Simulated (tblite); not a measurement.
Torsional barriers computed with GFN2-xTB (tblite), climbing-image nudged elastic band, gas phase; electronic energies of the top image counted from the start geometry. The bands met a force threshold of 0.05 eV/Å; their tops weren't refined or checked by frequencies and can lie a kcal/mol or more above the method's true saddle points. Atom numbers follow the mapped SMILES.

Task: Rank the forward barriers of these bands, lowest first.
A. `[CH3:1][CH2:2][CH2:3][CH2:4][CH2:5][O-:6]` (charge -1): C3–C4–C5–O6 from 66° to -176°
B. `[F:1][CH:2]([F:3])[C@@H:4]1[O:5][CH2:6][C@@H:7]1[F:8]`: F1–C2–C4–O5 from -70° to 33°
C. `[F:1][CH2:2][C@:3]1([CH:4]([F:5])[F:6])[CH2:7][O:8]1`: F1–C2–C3–C4 from 160° to -69°

Result: B (2.2 kcal/mol), C (3.4 kcal/mol), A (4.3 kcal/mol).

```
                SMILES                        ends of the turned bond  barrier (kcal/mol)  end above start (kcal/mol)  dihedral at top (°)  bond at start (Å)  bond at top (Å)  Eyring rate at 298 K (s⁻¹)
FC(F)[C@@H]1OC[C@@H]1F       CHF2 carbon / sp3 carbon bound to oxygen                 2.2                         1.5                   -5              1.531            1.542                   2 × 10^11
     FC[C@]1(C(F)F)CO1    sp3 C–F carbon / sp3 carbon bound to oxygen                 3.4                         2.3                 -119              1.521            1.528                   2 × 10^10
             CCCCC[O-]  chain CH2 carbon / sp3 carbon bound to oxygen                 4.3                         2.3                  126              1.580            1.601                    4 × 10^9
```

Rates take the electronic barrier for the free energy of activation. GFN2-xTB barriers can miss by several kcal/mol, and conformer orders can be wrong, so the ranking may change at better levels.
